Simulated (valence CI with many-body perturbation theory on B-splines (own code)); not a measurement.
# Hf⁵⁰⁺: one-electron terms

Level of theory: relativistic CI+MBPT: four valence electrons over a frozen Dirac-Fock core [Ar], a basis of 7 s, 7 p, 8 d, 6 f, 4 g, 1 h functions for each j, with the one-electron correlation potential Σ1 (screened to all orders), the two-electron term Σ2, the three-electron term Σ3, Breit, model QED; selected single and double excitations, second order for the rest, scaled by the run's own slope (own B-spline code, finite nucleus).

The last digits are not significant, and no measured levels were compared; by estimate large intervals hold to a few tenths of a per cent, small ones and those within an open d or f shell to about a per cent. Excitations out of the core, of the other parity, are not computed and may begin above about 232 eV (a cautious bound); beyond it only levels of the ground parity were kept, without lifetimes. Only levels of the ground parity were solved; by the run's estimate the other parity begins above the list, which can be wrong where configurations are misplaced.

These are the spectroscopic orbitals of the CI (the correlating ones are not listed), shaped by the core and the other valence electrons. h is the expectation value of the core's Dirac-Fock operator, without the valence repulsion; Σ1 is computed up to l = 3 at one energy for each symmetry, that of its lowest orbital but kept below the first core excitation, so for empty shells it is not the orbital's own correlation shift; Breit and QED include the response of the core.

```tsv
Orbital	h (hartree)	Σ1 (cm⁻¹)	Breit (cm⁻¹)	QED (cm⁻¹)	⟨r⟩ (bohr)
4s1/2	-109.7	-8233	14263	10982	0.3829
5s1/2	-67.442	-3174	6885	5417	0.6219
6s1/2	-45.652	-1596	3772	3030	0.9211
4p1/2	-106.69	-11031	22779	366	0.3764
5p1/2	-65.952	-4000	11230	194	0.6190
6p1/2	-44.809	-1969	6226	112	0.9218
4p3/2	-102.49	-10176	13294	1353	0.3932
5p3/2	-63.899	-3864	6622	687	0.6398
6p3/2	-43.655	-1935	4027	391	0.9468
3d3/2	-182.99	-21935	28931	-2046	0.1718
4d3/2	-98.352	-10935	10938	-586	0.3705
5d3/2	-61.9	-4202	5330	-266	0.6248
3d5/2	-180.43	-19881	15413	-624	0.1755
4d5/2	-97.386	-10359	5822	-84.4	0.3749
5d5/2	-61.417	-3934	2808	-19.9	0.6303
4f5/2	-93.664	-27814	1690	-428	0.3329
5f5/2	-59.697	-10851	738	-201	0.5939
4f7/2	-93.308	-22018	42.7	-214	0.3350
5f7/2	-59.506	-8600	80.4	-91.4	0.5963
5g7/2	-58.493		151	-60.3	0.5328
5g9/2	-58.402		-40.7	-6.1	0.5341
```

Among the shells of the start configuration 3d4, Σ1 is largest in size for 3d3/2, where it is 0.055 % of h.

Lowest root of each symmetry, sizes in configuration state functions:

| J | Parity | Roots | Reference | Variational | Second order | Change by selected CI (cm⁻¹) | Change by second order (cm⁻¹) |
| --- | --- | --- | --- | --- | --- | --- | --- |
| 0 | even | 5 | 37 | 4283 | 10896 | -12638 | -1 |
| 1 | even | 4 | 93 | 10612 | 14891 | -10622 | -1 |
| 2 | even | 8 | 133 | 16332 | 21025 | -12208 | -1 |
| 3 | even | 6 | 136 | 17310 | 25030 | -12600 | -2 |
| 4 | even | 7 | 121 | 17298 | 40054 | -12003 | -2 |
| 5 | even | 2 | 88 | 13119 | 2720 | -10824 | -3 |
| 6 | even | 2 | 56 | 10399 | 1557 | -11039 | -2 |
